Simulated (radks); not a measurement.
The tungsten anion W- inside a hard spherical wall (all orbitals vanish at R), configuration held at [Xe] 4f14 5d5 6s2 and not refilled when levels cross. Calculated with a radial shooting solver on a logarithmic mesh with Libxc functionals: scalar-relativistic Kohn-Sham, PBE, spin-polarised, spherical densities, finite nucleus; open shells are filled with parallel spins first (spin-orbit coupling, left out, can overturn this in heavy ions); Fermi nuclear charge, rms radius 5.3658 fm. Eigenvalues in eV for spin up, with the zero of energy where the potential of the charges vanishes at infinity; a dash marks a level that is unbound or too diffuse for the functional's potential to be trusted. A positive occupied level is held by the wall or, in an anion where self-interaction has pushed it up, behind a barrier. The pressure on the wall is -dE/dV.

R (bohr)  E (hartree)  kinetic (hartree)    e(5p)    e(4f)   e(6s)   e(5d)  e(6p, empty)  e(7s, empty)  pressure (GPa)
15        -16140.1353          17777.577  -36.292  -25.296  -0.479   1.455         2.612         2.948         0.00254
8         -16140.1106          17777.698  -35.089  -24.095   0.458   2.554         4.537         9.007           0.670
6         -16140.0098          17778.134  -32.734  -21.665   2.453   4.627         7.714        18.649            7.30
5         -16139.8116          17778.901  -29.824  -18.554   5.379   7.248        12.056        30.804            30.4
3.5       -16138.3862          17783.850  -19.356   -6.593  21.157  18.127        34.033        85.029             430
2.5       -16132.3434          17804.797    1.791   18.518  72.353  44.843        98.330        222.36            5130
2         -16119.4888          17847.950   32.766   51.186  159.16  85.313        198.35        418.04           26100
